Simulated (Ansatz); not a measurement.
Ansatz (an electronic-structure program) input file for C3H7ClOSi, SMILES C(CC=O)[SiH2]Cl, PBE-D3(BJ)/def2-SVP. 

Ansatz 0.2 input:
```yaml
crystal:
  periodic: [false, false, false]
  atoms:
    - {symbol: O, position_ang: [1.42663591, 1.33864976, 1.26275512]}
    - {symbol: C, position_ang: [1.88491239, 0.30696713, 1.68975368]}
    - {symbol: C, position_ang: [1.45899601, -1.03337464, 1.17793035]}
    - {symbol: C, position_ang: [0.70274532, -0.94405610, -0.14044851]}
    - {symbol: Si, position_ang: [-0.53133875, 0.48711544, -0.29200718]}
    - {symbol: Cl, position_ang: [-2.02097154, -0.26093837, -1.57096039]}
    - {symbol: H, position_ang: [2.63349045, 0.32315876, 2.51857468]}
    - {symbol: H, position_ang: [0.82590849, -1.46485882, 1.97859730]}
    - {symbol: H, position_ang: [2.33916821, -1.69787391, 1.13011772]}
    - {symbol: H, position_ang: [0.14046624, -1.87167978, -0.32461125]}
    - {symbol: H, position_ang: [1.41075640, -0.84332396, -0.98030673]}
    - {symbol: H, position_ang: [-0.01968638, 1.69603508, -0.98193140]}
    - {symbol: H, position_ang: [-1.22785430, 0.78846212, 0.98853250]}
basis:
  gaussian:
    orbitals: def2-SVP
hamiltonian:
  xc: pbe
  dispersion: d3bj
relax: {f_tol: 0.002, max_steps: 200}
```

It prints:

```
WARN ansatz: RAYON_NUM_THREADS=2 ignored (pool sized by the plan → 2); use --threads N
Functional definition: PBE
integrals: 0.08 GiB planned
1414 factors; their error is unknown
mean field: 0.42 GiB planned
mean field evaluation 1: about -25638.2790 eV, gradient 6.2e1 eV
mean field evaluation 2: about -25619.3389 eV, gradient 1.1e2 eV
mean field evaluation 4: about -25647.3501 eV, gradient 1.2e1 eV
mean field evaluation 8: about -25647.6402 eV, gradient 1.9e-1 eV
mean field evaluation 16: about -25647.5532 eV, gradient 4.3e-4 eV
mean field -25647.55316740 eV, -942.5301943661 hartree, gradient 4.5e-5 eV, S^2 0.000000; 0 other end points of the search recorded, 0 dependent functions left out
the calculation of the forces begins
reference -25647.55320197 eV, -942.5301956363 hartree; 32, 32 occupied and 95, 95 virtual orbitals, 1414 factors
relax step   1: F+E_penalty+E_count = -25647.89324272 eV  Δ(F+E_penalty+E_count) = +0.000e0 eV  max|allowed force component| = 1.069e0 eV/Å  Δτ_max = 0.0000 Å  (29 SCF iters, accepted)
these checks for a lower state are left out or cut short: starts, cluster_reference, orbital_swaps, neighbouring_geometries, increment
integrals: 0.08 GiB planned
1414 factors; their error is unknown
mean field: 0.42 GiB planned
mean field -25647.57731269 eV, -942.5310816891 hartree, gradient 9.8e-6 eV, S^2 0.000000; 0 other end points of the search recorded, 0 dependent functions left out
the calculation of the forces begins
reference -25647.57734733 eV, -942.5310829620 hartree; 32, 32 occupied and 95, 95 virtual orbitals, 1414 factors
relax step   2: F+E_penalty+E_count = -25647.91544810 eV  Δ(F+E_penalty+E_count) = -2.221e-2 eV  max|allowed force component| = 1.622e-1 eV/Å  Δτ_max = 0.0233 Å  (33 SCF iters, accepted)
these checks for a lower state are left out or cut short: starts, cluster_reference, orbital_swaps, neighbouring_geometries, increment
integrals: 0.08 GiB planned
1414 factors; their error is unknown
mean field: 0.41 GiB planned
mean field evaluation 32: about -25647.5791 eV, gradient 1.0e-5 eV
mean field -25647.57910293 eV, -942.5311474792 hartree, gradient 1.0e-5 eV, S^2 0.000000; 0 other end points of the search recorded, 0 dependent functions left out
the calculation of the forces begins
reference -25647.57913759 eV, -942.5311487530 hartree; 32, 32 occupied and 95, 95 virtual orbitals, 1414 factors
relax step   3: F+E_penalty+E_count = -25647.91672526 eV  Δ(F+E_penalty+E_count) = -1.277e-3 eV  max|allowed force component| = 5.654e-2 eV/Å  Δτ_max = 0.0097 Å  (33 SCF iters, accepted)
these checks for a lower state are left out or cut short: starts, cluster_reference, orbital_swaps, neighbouring_geometries, increment
integrals: 0.08 GiB planned
1414 factors; their error is unknown
mean field: 0.42 GiB planned
mean field -25647.57899858 eV, -942.5311436443 hartree, gradient 1.0e-5 eV, S^2 0.000000; 0 other end points of the search recorded, 0 dependent functions left out
the calculation of the forces begins
reference -25647.57903325 eV, -942.5311449184 hartree; 32, 32 occupied and 95, 95 virtual orbitals, 1414 factors
relax step   4: F+E_penalty+E_count = -25647.91653065 eV  Δ(F+E_penalty+E_count) = +1.946e-4 eV  max|allowed force component| = 8.057e-2 eV/Å  Δτ_max = 0.0089 Å  (31 SCF iters, rejected (line search))
these checks for a lower state are left out or cut short: starts, cluster_reference, orbital_swaps, neighbouring_geometries, increment
integrals: 0.08 GiB planned
1414 factors; their error is unknown
mean field: 0.41 GiB planned
mean field -25647.57929801 eV, -942.5311546484 hartree, gradient 1.2e-5 eV, S^2 0.000000; 0 other end points of the search recorded, 0 dependent functions left out
the calculation of the forces begins
reference -25647.57933268 eV, -942.5311559224 hartree; 32, 32 occupied and 95, 95 virtual orbitals, 1414 factors
relax step   5: F+E_penalty+E_count = -25647.91690659 eV  Δ(F+E_penalty+E_count) = -1.813e-4 eV  max|allowed force component| = 1.350e-2 eV/Å  Δτ_max = 0.0044 Å  (24 SCF iters, accepted)
these checks for a lower state are left out or cut short: starts, cluster_reference, orbital_swaps, neighbouring_geometries, increment
integrals: 0.08 GiB planned
1414 factors; their error is unknown
mean field: 0.42 GiB planned
mean field -25647.57933801 eV, -942.5311561182 hartree, gradient 1.0e-5 eV, S^2 0.000000; 0 other end points of the search recorded, 0 dependent functions left out
the calculation of the forces begins
reference -25647.57937268 eV, -942.5311573922 hartree; 32, 32 occupied and 95, 95 virtual orbitals, 1414 factors
relax step   6: F+E_penalty+E_count = -25647.91693743 eV  Δ(F+E_penalty+E_count) = -3.084e-5 eV  max|allowed force component| = 3.127e-3 eV/Å  Δτ_max = 0.0012 Å  (23 SCF iters, accepted)
these checks for a lower state are left out or cut short: starts, cluster_reference, orbital_swaps, neighbouring_geometries, increment
integrals: 0.08 GiB planned
1414 factors; their error is unknown
mean field: 0.42 GiB planned
mean field -25647.57932877 eV, -942.5311557786 hartree, gradient 8.5e-6 eV, S^2 0.000000; 0 other end points of the search recorded, 0 dependent functions left out
the calculation of the forces begins
reference -25647.57936344 eV, -942.5311570528 hartree; 32, 32 occupied and 95, 95 virtual orbitals, 1414 factors
relax step   7: F+E_penalty+E_count = -25647.91694131 eV  Δ(F+E_penalty+E_count) = -3.878e-6 eV  max|allowed force component| = 3.096e-3 eV/Å  Δτ_max = 0.0013 Å  (23 SCF iters, accepted)
these checks for a lower state are left out or cut short: starts, cluster_reference, orbital_swaps, neighbouring_geometries, increment
integrals: 0.08 GiB planned
1414 factors; their error is unknown
mean field: 0.42 GiB planned
mean field evaluation 64: about -25647.5793 eV, gradient 1.3e-5 eV
mean field -25647.57932336 eV, -942.5311555799 hartree, gradient 1.3e-5 eV, S^2 0.000000; 0 other end points of the search recorded, 0 dependent functions left out
the calculation of the forces begins
reference -25647.57935803 eV, -942.5311568541 hartree; 32, 32 occupied and 95, 95 virtual orbitals, 1414 factors
relax step   8: F+E_penalty+E_count = -25647.91694324 eV  Δ(F+E_penalty+E_count) = -1.928e-6 eV  max|allowed force component| = 2.094e-3 eV/Å  Δτ_max = 0.0006 Å  (22 SCF iters, accepted)
these checks for a lower state are left out or cut short: starts, cluster_reference, orbital_swaps, neighbouring_geometries, increment
integrals: 0.08 GiB planned
1414 factors; their error is unknown
mean field: 0.42 GiB planned
mean field -25647.57933136 eV, -942.5311558738 hartree, gradient 1.6e-5 eV, S^2 0.000000; 0 other end points of the search recorded, 0 dependent functions left out
the calculation of the forces begins
reference -25647.57936603 eV, -942.5311571481 hartree; 32, 32 occupied and 95, 95 virtual orbitals, 1414 factors
relax step   9: F+E_penalty+E_count = -25647.91694464 eV  Δ(F+E_penalty+E_count) = -1.398e-6 eV  max|allowed force component| = 1.046e-3 eV/Å  Δτ_max = 0.0014 Å  (22 SCF iters, accepted)
integrals: 0.08 GiB planned
1414 factors; their error is unknown
mean field: 0.42 GiB planned
mean field -25647.57933136 eV, -942.5311558738 hartree, gradient 1.6e-5 eV, S^2 0.000000; 1 other end points of the search recorded, 0 dependent functions left out
the calculation of the forces begins
reference -25647.57936603 eV, -942.5311571481 hartree; 32, 32 occupied and 95, 95 virtual orbitals, 1414 factors
Total energy: -25647.91697931 eV, -942.5435642072 hartree
Atom 0 at     1.422414     1.356245     1.273848 Å, force    -0.000438     0.000024    -0.000168 eV/Å
Atom 1 at     1.889995     0.311215     1.697224 Å, force     0.001046    -0.000572     0.000828 eV/Å
Atom 2 at     1.466284    -1.036375     1.178644 Å, force    -0.000565    -0.000219     0.000686 eV/Å
Atom 3 at     0.701481    -0.951379    -0.145030 Å, force     0.000181     0.000357     0.000002 eV/Å
Atom 4 at    -0.539341     0.491691    -0.298528 Å, force    -0.000409     0.000532     0.000488 eV/Å
Atom 5 at    -2.037973    -0.259164    -1.588398 Å, force     0.000004    -0.000088    -0.000479 eV/Å
Atom 6 at     2.648444     0.323362     2.531927 Å, force    -0.000066     0.000172    -0.000356 eV/Å
Atom 7 at     0.832455    -1.473700     1.988411 Å, force     0.000219     0.000368     0.000018 eV/Å
Atom 8 at     2.354386    -1.705457     1.135346 Å, force     0.000344    -0.000061    -0.000037 eV/Å
Atom 9 at     0.131381    -1.884164    -0.325983 Å, force     0.000417     0.000022    -0.000288 eV/Å
Atom 10 at     1.412055    -0.853495    -0.993419 Å, force    -0.000737    -0.000386    -0.000403 eV/Å
Atom 11 at    -0.018920     1.709623    -0.990694 Å, force    -0.000030    -0.000167     0.000144 eV/Å
Atom 12 at    -1.239432     0.795880     0.992648 Å, force     0.000035     0.000019    -0.000434 eV/Å
Dipole moment:     0.635289    -0.418000     0.467973 e Å
```

The calculation finished and met its thresholds.

Cost: about 40 core-seconds (a rough figure).
